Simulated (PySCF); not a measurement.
C₉H₉NS.
Z-matrix (Å and degrees, PBE0-D3(BJ)/def2-SVP geometry), rows numbered from 1:
```
C 
C   1  1.5239
C   2  1.5046  1  112.48
C   3  1.3903  2  121.79  1  -118.01
C   4  1.4043  3  118.88  2   179.46
C   5  1.4353  4  130.96  3   179.94
C   6  1.3621  5  112.17  4  -179.95
S   7  1.7302  6  113.73  5    -0.03
C   5  1.4128  4  117.46  3    -0.07
C   9  1.3995  5  119.60  4    -0.07
N  10  1.3184  9  121.74  5     0.07
H   1  1.1012  2  111.11  3    62.44
H   1  1.0997  2  109.95  3   -56.86
H   1  1.1004  2  111.28  3  -177.11
H   2  1.1033  1  109.22  3   119.68
H   2  1.1011  1  110.68  3  -122.89
H   4  1.0925  3  120.48  2    -0.62
H   6  1.0905  5  124.12  4     0.07
H   7  1.0901  6  127.14  5  -179.98
H  10  1.0967  9  120.86  5   179.96
```

The calculation used PBE0-D3(BJ)/def2-SVP geometry optimisation, gas phase (PySCF 2.14.0).

Masses are those of the commonest isotopes; rigid-rotor values at the optimised geometry. The values belong to one conformer with, in the numbering `[CH3:1][CH2:2][c:3]1[cH:4][c:5]2[cH:6][cH:7][s:8][c:9]2[cH:10][n:11]1`, C1–C2–C3–C4 -118°.

(1) Give the principal moments of inertia and the rotational constants in GHz.

(2) What kind of rotor is it?

(3) Is it planar, by Δ = Ic − Ia − Ib?

(4) Give the other two planar moments, Paa and Pbb, and the rms extents of the mass along the axes.

(5) List the rotational levels J(Ka,Kc) to J = 3 (MHz).

(6) Which types of transition are allowed, and where do some lines up to J = 5 fall?

(7) Estimate the classical rotational partition function at 10 K, 200 K and 298.15 K.

## Answers

(1) Ia = 182.98, Ib = 869.41, Ic = 1015.16 u·Å²; 505379 MHz·u·Å²/I gives 2762, 581.3 and 497.8 MHz, that is A = 2.7619, B = 0.5813, C = 0.4978 GHz.

(2) A near-prolate asymmetric top: κ = (2 × 581.3 − 2762 − 497.8)/(2762 − 497.8) = -0.93.

(3) Not planar: Δ = Ic − Ia − Ib = -37.24 u·Å². For a rigid frame Δ = −2 Σ m c², so Σ m c² = 18.62 u·Å² lies off the ab plane: 6.31 from hydrogen and 12.31 from heavier atoms. The atom farthest from that plane is 1.73 Å away.

(4) Paa = Σ m a² = (Ib + Ic − Ia)/2 = 850.79 and Pbb = Σ m b² = (Ia + Ic − Ib)/2 = 164.36 u·Å². With the mass M = 163.05 u, the rms extents √(P/M) along a, b and c are 2.28, 1.00, 0.34 Å.

(5) Above 0(0,0):
J = 1: 1(0,1) 1079, 1(1,1) 3260, 1(1,0) 3343
J = 2: 2(0,2) 3235, 2(1,2) 5335, 2(1,1) 5585, 2(2,1) 12127, 2(2,0) 12129
J = 3: 3(0,3) 6463, 3(1,3) 8445, 3(1,2) 8946, 3(2,2) 15364, 3(2,1) 15376, 3(3,1) 26477, 3(3,0) 26477
Those of J = 1 are B + C, A + C and A + B.

(6) The dipole components are |μa| = 1.28 D, |μb| = 1.85 D, |μc| = 0.15 D. Intensities carry the squares of the components, which stand as 0.48 : 1.00 : 0.01 (a : b : c). Some lines, for components of 0.1 D or more:

```json
{"type": "c", "branch": "Q", "J(Ka,Kc)": "1(1,1) ← 1(0,1)", "MHz": "2181", "lower level (cm⁻¹)": "0.036"}
{"type": "b", "branch": "Q", "J(Ka,Kc)": "3(1,2) ← 3(0,3)", "MHz": "2483", "lower level (cm⁻¹)": "0.216"}
{"type": "a", "branch": "R", "J(Ka,Kc)": "5(2,4) ← 4(2,3)", "MHz": "5390", "lower level (cm⁻¹)": "0.656"}
{"type": "b", "branch": "R", "J(Ka,Kc)": "2(2,0) ← 1(1,1)", "MHz": "8869", "lower level (cm⁻¹)": "0.109"}
{"type": "c", "branch": "R", "J(Ka,Kc)": "3(2,1) ← 2(1,1)", "MHz": "9791", "lower level (cm⁻¹)": "0.186"}
{"type": "b", "branch": "Q", "J(Ka,Kc)": "4(3,1) ← 4(2,2)", "MHz": "11085", "lower level (cm⁻¹)": "0.658"}
{"type": "b", "branch": "Q", "J(Ka,Kc)": "3(3,1) ← 3(2,2)", "MHz": "11113", "lower level (cm⁻¹)": "0.512"}
{"type": "b", "branch": "Q", "J(Ka,Kc)": "5(3,3) ← 5(2,4)", "MHz": "11132", "lower level (cm⁻¹)": "0.836"}
{"type": "c", "branch": "R", "J(Ka,Kc)": "5(2,4) ← 4(1,4)", "MHz": "12479", "lower level (cm⁻¹)": "0.420"}
{"type": "b", "branch": "R", "J(Ka,Kc)": "3(3,0) ← 2(2,1)", "MHz": "14350", "lower level (cm⁻¹)": "0.405"}
{"type": "c", "branch": "Q", "J(Ka,Kc)": "4(4,1) ← 4(3,1)", "MHz": "15552", "lower level (cm⁻¹)": "1.027"}
```

(7) Point group C1, symmetry number σ = 1; q = (√π/σ)·√((kT/h)³/(ABC)), k/h = 20836.6 MHz/K: 5960 at 10 K, 533000 at 200 K, 971000 at 298.15 K.

No PBE0-D3(BJ)/def2-SVP frequencies stand behind this structure, so it isn't proved a minimum. Constants of a rigid frame at the computed geometry: no zero-point averaging, no centrifugal distortion. A rigid rotor knows nothing of internal rotation, which can split or shift real lines. Quadrupole hyperfine structure (14N) is left out.
